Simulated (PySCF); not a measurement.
Input file for PySCF: U-HF/LANL2DZ on CdH2Se (SMILES [SeH][CdH]), a point of a bond scan (R = 2.509 Å).

```python
from pyscf import gto, scf, dft, mp
from pyscf.data.elements import chemcore

mol = gto.M(
    atom='''
    Cd   -0.57782857   -0.43492185   -0.71648612
    H    -2.00142874   -1.51563944   -2.47758614
    Se    0.83268525    0.66552990    1.01516222
    H     0.95136823   -0.59636766    1.76637103
    ''',
    basis='lanl2dz',
    ecp={'Cd': 'lanl2dz', 'Se': 'lanl2dz'},
    charge=0, spin=0, verbose=3, max_memory=1800)
mf = scf.UHF(mol)
mf.conv_tol = 1e-8
mf.max_cycle = 100
mf.init_guess_breaksym = True
mf.kernel()
if not mf.converged:
    mf = mf.newton().run(mf.mo_coeff, mf.mo_occ)
for _ in range(4):
    mo, _, stable, _ = mf.stability(return_status=True)
    if stable:
        break
    mf.kernel(mf.make_rdm1(mo, mf.mo_occ))
```

It printed:

```
converged SCF energy = -56.6782902337603  <S^2> = 1.2541435e-10  2S+1 = 1
<class 'pyscf.scf.uhf.UHF'> wavefunction has an internal instability
converged SCF energy = -56.6852630360713  <S^2> = 0.46492015  2S+1 = 1.691059
<class 'pyscf.scf.uhf.UHF'> wavefunction is stable in the internal stability analysis
```

The run converged. Its determinant has ⟨S²⟩ = 0.46, a mixture of spin states.

Cost: very roughly 0.8 core-seconds.
